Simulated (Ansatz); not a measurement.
Isolated molecules relaxed with PBE0-D4/def2-TZVP in Ansatz; ΔE leaves out vibrations. CCSD(T)/CBS is the MP2 limit (def2-TZVPP, def2-QZVPP) plus CCSD(T) − MP2 in def2-TZVPP, frozen cores. This one scheme is used for every species. DFT in def2-TZVPP. B3LYP here is the variant with VWN-RPA as its local correlation; programs differ in this. One conformer a species, not always the lowest.

`B[SiH]([SiH3])[SiH3]` + `O[SiH3]` → `B[SiH]([SiH3])O[SiH3]` + SiH₄  (cleavage of the Si–Si bond)

`B[SiH]([SiH3])[SiH3]`:

Cartesian coordinates in Å:
```
B 0.808 -0.920 1.786
Si 0.214 -0.748 -0.104
Si -2.032 -0.074 -0.122
Si 1.374 1.039 -1.085
H 0.701 0.028 2.509
H 1.268 -1.924 2.241
H 0.374 -1.967 -0.947
H -2.162 1.205 0.626
H -2.914 -1.090 0.514
H -2.491 0.139 -1.521
H 2.842 0.796 -1.101
H 0.914 1.238 -2.486
H 1.105 2.279 -0.310
```

`O[SiH3]`:

Cartesian coordinates in Å:
```
O 1.228 -0.315 0.187
Si -0.353 0.141 0.108
H 1.628 -0.683 -0.601
H -0.569 1.200 -0.916
H -0.694 0.663 1.451
H -1.240 -1.007 -0.229
```

`B[SiH]([SiH3])O[SiH3]`:

Cartesian coordinates in Å:
```
B -2.006 -1.275 -0.955
Si -0.816 0.137 -0.223
Si 0.949 0.349 -1.779
O -0.229 -0.188 1.281
Si 0.836 0.318 2.414
H -2.125 -2.360 -0.469
H -2.575 -1.055 -1.986
H -1.509 1.461 -0.202
H 0.405 0.824 -3.080
H 1.643 -0.949 -1.997
H 1.949 1.336 -1.287
H 0.748 -0.599 3.575
H 2.218 0.297 1.863
H 0.513 1.704 2.846
```

SiH₄:

Cartesian coordinates in Å:
```
Si 0.000 0.000 0.000
H -0.924 -1.047 -0.504
H 0.969 0.359 -1.065
H 0.734 -0.515 1.183
H -0.779 1.203 0.386
```

```csv
level,ΔE (kJ/mol)
PBE0-D4,-62.9
B3LYP-D4,-84.7
HF/def2-TZVPP,-109.0
CCSD/def2-TZVPP,-84.0
```

(1) What does CCSD(T)/CBS give? (An estimate is asked.)

Largest T1 diagnostic among the species: 0.015.

Results:

(1) The calculation gave: -78.8 kJ/mol. The listed levels differ from it by 15.9, -5.9, -30.2, -5.2 kJ/mol.

From PBE to PBE0 (25 % exact exchange), in def2-TZVPP and without D4, ΔE moves by −6.4 kJ/mol. In def2-TZVPP, CCSD(T) changes the Hartree–Fock value by +29.6 kJ/mol (the triples alone add +4.5 kJ/mol) and MP2 by +27.4 kJ/mol.

CCSD(T)/CBS has its own doubt, a few kJ/mol and more with outer-core shells, so smaller differences from it don't rank the levels.
